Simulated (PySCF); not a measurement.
## V³⁺ (vanadium, charge +3) across methods

[Ar] 3d2, high-spin 3F determinant. Computed with PySCF 2.14 in x2c-QZVPPall with one added diffuse shell each of s, p, d, f, g type (12s8p6d4f3g, 121 functions), with scalar relativity by spin-free X2C-1e. The B2PLYP total includes its PT2 part (frozen core); its orbital energies are those of the SCF part.

| method | E (hartree) | mean ε 3p α (eV) | mean ε 3p β (eV) | mean ε 3d α (eV) | Σ⟨r²⟩ (bohr²) | ⟨S²⟩ |
| --- | --- | --- | --- | --- | --- | --- |
| UHF | -946.41302 | -91.135 | -85.864 | -47.353 | 13.05 | 2.003 |
| PBE | -947.069 | -78.115 | -76.016 | -38.422 | 13.15 | 2.000 |
| B2PLYP | -947.087 | -85.168 | -81.491 | -43.348 | 13.10 | 2.001 |
| PBE0 | -947.117 | -81.657 | -78.852 | -40.840 | 13.10 | 2.001 |
| r2SCAN | -947.283 | -79.280 | -76.802 | -38.940 | 13.08 | 2.001 |
| LC-wPBE | -947.149 | -83.874 | -81.564 | -43.627 | 13.13 | 2.001 |
| BLYP | -947.352 | -77.926 | -75.847 | -38.447 | 13.18 | 2.000 |
| LDA | -945.066 | -78.153 | -76.091 | -38.346 | 13.17 | 2.000 |
